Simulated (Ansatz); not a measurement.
Frontier orbitals of H8O2Si2Sn (`[SiH3][O][SnH2][O][SiH3]`).

Total charge 0; spin multiplicity 1. Correlated methods include outer-core shells of Sn, which these sets cover unevenly. Sn: def2 effective core potential. The structure was optimised at the PBE0-D4/def2-TZVP level. It is one conformer, not always the lowest. Basis def2-TZVPP, the Gaussian-basis code of Ansatz.

Orbital energies of one run (eV). Highest occupied ones, from the top: -10.72, -10.86, -10.96, -11.28, -11.98, -12.90, -12.94, -13.19, -13.88, -13.91, -14.18, -16.45, -17.59, -18.76. Empty: 0.93, 0.97, 1.69, 2.05, 2.73, 2.79.

Question: Which functional gave them?
A. LDA (SPW92)
B. PBE
C. r2SCANh
D. ωB97M-V

Answer: D. HOMO energies: ωB97M-V -10.72, LDA (SPW92) -7.08, r2SCANh -7.87, PBE -7.00 eV.
